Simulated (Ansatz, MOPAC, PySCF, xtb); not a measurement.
Noncovalent pair: HCl (SMILES Cl) (first 2 atoms) with ClH3Si (SMILES [SiH3]Cl); geometry from B3LYP-D3(BJ)/def2-TZVP, rigid monomers moved along the line of their centres of mass till H2···Cl4 is 3.45 Å.
(charge 0, multiplicity 1):
```xyz
7

Cl     0.1814     0.4272    -0.0816
H     -0.0892    -0.4557     0.8177
Si    -0.0594     0.4329     4.7823
Cl    -0.5106    -1.4764     4.0849
H     -0.1541     0.3935     6.2535
H     -1.0442     1.3678     4.2111
H      1.3089     0.7623     4.3466
```

Counterpoise-corrected where a basis set is named; no monomer relaxation. Rows marked so take none.

Correlated levels freeze the cores. Rows in 3-21G, 6-31G* carry no dispersion term and start afresh at each structure (6-31G* with six Cartesian d functions). The state reached by AM1 isn't checked.

Run with Ansatz (an electronic-structure program); MOPAC for AM1 (differences of heats of formation); PySCF for 3-21G rows, 6-31G* rows; xtb for the GFN methods. 

```
level                       interaction energy (kcal/mol)
--------------------------  -----------------------------
GFN-FF                                              -1.75
AM1                                                 -0.44
GFN2-xTB                                            -1.25
HF/3-21G (no counterpoise)                          -1.26
B3LYP/6-31G*                                        -0.75
B3LYP/def2-TZVPPD                                       ?
wB97X-V/def2-TZVPPD                                 -1.25
MP2/aug-cc-pV(D+d)Z                                 -1.27
MP2/aug-cc-pV(T+d)Z                                 -1.29
```

Problem. Fill in the missing entries.

Solution. 
- B3LYP/def2-TZVPPD, interaction energy (kcal/mol): -0.56
